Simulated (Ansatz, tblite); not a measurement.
Removing an electron: B(H2S)Cl3 (BH₂SCl₃). Charge 0, multiplicity 1. Geometry: PBE0-D4/def2-SVP. Ansatz, gas phase; energy differences of separate SCF runs; the oxidised species was run as a doublet alone.

Cartesian coordinates in Å:
```
B -0.769 0.198 -0.333
S 0.830 -0.808 0.716
H 1.786 -0.736 -0.239
H 1.329 0.248 1.401
Cl -1.228 -1.059 -1.538
Cl -0.011 1.684 -1.016
Cl -1.937 0.472 1.009
```

The xTB rows come from tblite. HOMO above LUMO, or a gap near zero within one spin, warns that the state may not be the lowest or that an electron is smeared out.

```json
{"level": "GFN1-xTB", "−HOMO (eV)": "12.55", "vertical IE (eV)": "14.98", "−LUMO (eV)": "6.67", "HOMO–LUMO gap (eV)": "5.87", "remarks": "–"}
{"level": "GFN2-xTB", "−HOMO (eV)": "11.76", "vertical IE (eV)": "14.32", "−LUMO (eV)": "7.27", "HOMO–LUMO gap (eV)": "4.49", "remarks": "–"}
{"level": "PBE-D4/def2-TZVP", "−HOMO (eV)": "6.93", "vertical IE (eV)": "9.87", "−LUMO (eV)": "1.83", "HOMO–LUMO gap (eV)": "5.10", "remarks": "gap within one spin near zero (+1 doublet)"}
{"level": "r2SCAN-D4/def2-TZVP", "−HOMO (eV)": "7.29", "vertical IE (eV)": "10.13", "−LUMO (eV)": "1.57", "HOMO–LUMO gap (eV)": "5.72", "remarks": "gap within one spin near zero (+1 doublet)"}
{"level": "PBE0-D4/def2-TZVP", "−HOMO (eV)": "8.35", "vertical IE (eV)": "10.39", "−LUMO (eV)": "0.83", "HOMO–LUMO gap (eV)": "7.51", "remarks": "–"}
```

Relaxing the oxidised species (PBE0-D4/def2-SVP) changes its energy by -0.18 eV at PBE0-D4/def2-TZVP, so the adiabatic ionisation energy to this nearest minimum is 10.21 eV. At PBE-D4/def2-TZVP it is 9.75 eV.    Raw xTB energy differences between charge states are shifted by several eV; the methods need an empirical correction for them.
